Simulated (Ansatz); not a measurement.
Ligand exchange: GaH(CH3)2 + GeH(NH2)3 → Ga(CH3)2(NH2) + GeH2(NH2)2

Species: GaH(CH3)2, singlet; GeH(NH2)3, singlet; Ga(CH3)2(NH2), singlet; GeH2(NH2)2, singlet. The partners trade H for NH2: Ga–H and Ge–NH2 bonds give way to Ga–NH2 and Ge–H.

Shapes, held fixed at every level: PBE0-D4/def2-TZVP. Flexible molecules stand in one conformer, not always the lowest. Programs: Ansatz 0.2.0. Electronic energies: no zero-point or thermal term.

Task: Estimate ΔE of this reaction.

Result: The highest level, CCSD(T)/def2-TZVPP, gives ΔE = -35.0 kJ/mol; the levels span -41.2 to -31.9. The column of differences is taken from that level and isn't an error. No measured value is set beside it here. Relativity is left out for Ga, Ge unless named. Correlated rows may include outer-core shells of Ga, Ge, which these sets cover unevenly.

| level | kind | ΔE (kJ/mol) | less CCSD(T)/def2-TZVPP |
| --- | --- | --- | --- |
| SPW92/def2-TZVPP | LDA | -38.5 | -3.5 |
| PBE0-D4/def2-TZVPP | global hybrid | -33.5 | +1.5 |
| r2SCAN0-D4/def2-TZVPP | global hybrid | -33.8 | +1.2 |
| wB97M-V/def2-TZVPP | range-separated hybrid | -31.9 | +3.1 |
| MP2/def2-TZVPP | perturbation theory | -36.0 | -1.0 |
| CCSD/def2-SVP | coupled cluster or CI | -41.2 | -6.2 |
| CCSD/def2-TZVPP | coupled cluster or CI | -34.3 | +0.7 |
| CCSD(T)/def2-TZVPP | coupled cluster or CI | -35.0 | 0.0 |
